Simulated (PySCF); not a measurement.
## UHF on Rb²⁺ (rubidium, charge +2)

Configuration: [Ar] 3d10 4s2 4p5, 2P determinant. All numbers are calculated (PySCF 2.14, the spin-free X2C one-electron Hamiltonian (Gaussian nucleus), in jorge-DZP-DKH (8s6p2d, 36 functions)).

| Quantity | Value |
| --- | --- |
| Total energy | -2977.702582 hartree |
| One-electron energy | -4101.3618 hartree |
| Hartree (Coulomb) energy | 1222.7623 hartree |
| Exchange energy | -99.1031 hartree |
| ⟨S²⟩ | 0.7536 |
| ⟨L²⟩ | 2.011 |
| Sum of ⟨r⟩ | 22.16 bohr |
| Sum of ⟨r²⟩ | 27.80 bohr² |
| Traceless quadrupole moment −½Σ⟨3z² − r²⟩ along its main axis | 1.36 e·bohr² |
| Langevin diamagnetic susceptibility | -22.0 ×10⁻⁶ cm³/mol |
| Time after the integrals | 0.09 s of wall time on 1 thread of Neoverse-V1 (shared host) |

```json
{"shell": "1s α", "electrons": "1", "mean orbital energy (hartree)": "-562.65089", "spread (hartree)": "0", "rms radius, mean of both spins (bohr)": "0.0464"}
{"shell": "1s β", "electrons": "1", "mean orbital energy (hartree)": "-562.64404", "spread (hartree)": "0", "rms radius, mean of both spins (bohr)": "0.0464"}
{"shell": "2s α", "electrons": "1", "mean orbital energy (hartree)": "-78.31533", "spread (hartree)": "0", "rms radius, mean of both spins (bohr)": "0.192"}
{"shell": "2s β", "electrons": "1", "mean orbital energy (hartree)": "-78.31119", "spread (hartree)": "0", "rms radius, mean of both spins (bohr)": "0.192"}
{"shell": "2p α", "electrons": "3", "mean orbital energy (hartree)": "-69.36177", "spread (hartree)": "0.01140", "rms radius, mean of both spins (bohr)": "0.171"}
{"shell": "2p β", "electrons": "3", "mean orbital energy (hartree)": "-69.35378", "spread (hartree)": "0.00590", "rms radius, mean of both spins (bohr)": "0.171"}
{"shell": "3s α", "electrons": "1", "mean orbital energy (hartree)": "-13.38518", "spread (hartree)": "0", "rms radius, mean of both spins (bohr)": "0.544"}
{"shell": "3s β", "electrons": "1", "mean orbital energy (hartree)": "-13.37375", "spread (hartree)": "0", "rms radius, mean of both spins (bohr)": "0.544"}
{"shell": "3p α", "electrons": "3", "mean orbital energy (hartree)": "-10.41581", "spread (hartree)": "0.03327", "rms radius, mean of both spins (bohr)": "0.556"}
{"shell": "3p β", "electrons": "3", "mean orbital energy (hartree)": "-10.40009", "spread (hartree)": "0.00235", "rms radius, mean of both spins (bohr)": "0.556"}
{"shell": "3d α", "electrons": "5", "mean orbital energy (hartree)": "-5.47982", "spread (hartree)": "0.03236", "rms radius, mean of both spins (bohr)": "0.577"}
{"shell": "3d β", "electrons": "5", "mean orbital energy (hartree)": "-5.47114", "spread (hartree)": "0.01874", "rms radius, mean of both spins (bohr)": "0.577"}
{"shell": "4s α", "electrons": "1", "mean orbital energy (hartree)": "-2.31277", "spread (hartree)": "0", "rms radius, mean of both spins (bohr)": "1.57"}
{"shell": "4s β", "electrons": "1", "mean orbital energy (hartree)": "-2.18670", "spread (hartree)": "0", "rms radius, mean of both spins (bohr)": "1.57"}
{"shell": "4p α", "electrons": "3", "mean orbital energy (hartree)": "-1.52426", "spread (hartree)": "0.07545", "rms radius, mean of both spins (bohr)": "1.83"}
{"shell": "4p β", "electrons": "2", "mean orbital energy (hartree)": "-1.47083", "spread (hartree)": "0", "rms radius, mean of both spins (bohr)": "1.83"}
```

Densities and radii are taken from the X2C orbitals without a picture-change correction, which distorts them close to the nucleus.
